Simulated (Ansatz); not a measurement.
Program: Ansatz. Geometries: PBE0-D4/def2-TZVP. ΔE: electronic, gas phase. CBS: MP2 limit from def2 TZ/QZ plus the TZ coupled-cluster correction, frozen cores. Functionals use def2-TZVPP. B3LYP here is the variant with VWN-RPA as its local correlation; programs differ in this. HSE06 is defined as in plane-wave codes. No spin–orbit coupling; open shells (•) take unrestricted orbitals. For Ge outer-core shells are correlated without core-valence functions, which leaves a few kJ/mol of doubt a bond. Scalar relativity is left out up to krypton. One conformer a species, not always the lowest.

Consider the homolysis of the Ge–Ge bond: `[Cl][GeH2][GeH2][Cl]` → 2 `[Cl][GeH2]`•.

What is ΔE at CCSD(T)/CBS? (An estimate is asked.)

Computed: +73.6 kcal/mol.

What do these levels give: revPBE-D4, PBE0-D4, B3LYP-D4, r2SCAN, PBE0, B3LYP, r2SCANh, HSE06, HF/def2-SVP, SCS-MP2/def2-TZVPP, MP2/CBS(def2), CCSD/CBS(def2)? (Estimate.)

The calculation gave: revPBE-D4 64.0, PBE0-D4 68.2, B3LYP-D4 65.9, r2SCAN 64.9, PBE0 66.1, B3LYP 62.2, r2SCANh 65.1, HSE06 65.9, HF/def2-SVP 50.6, SCS-MP2/def2-TZVPP 71.9, MP2/CBS(def2) 75.5, CCSD/CBS(def2) 72.1 kcal/mol.

Largest T1 diagnostic among the species: 0.012.

In def2-TZVPP, CCSD(T) changes the Hartree–Fock value by +21.6 kcal/mol (the triples alone add +1.5 kcal/mol) and MP2 by +23.5 kcal/mol; breaking electron pairs costs correlation energy, which Hartree–Fock lacks. From PBE to PBE0 (25 % exact exchange), in def2-TZVPP and without D4, ΔE moves by +1.9 kcal/mol. Leaving LDA and LC-ωPBE aside and taking each functional with its dispersion term where it has one, the values, not all of them listed here, spread over 8.3 kcal/mol, from BLYP-D4 to ωB97X-V. LDA lies +11.3 kcal/mol from PBE without D4, its usual overbinding.
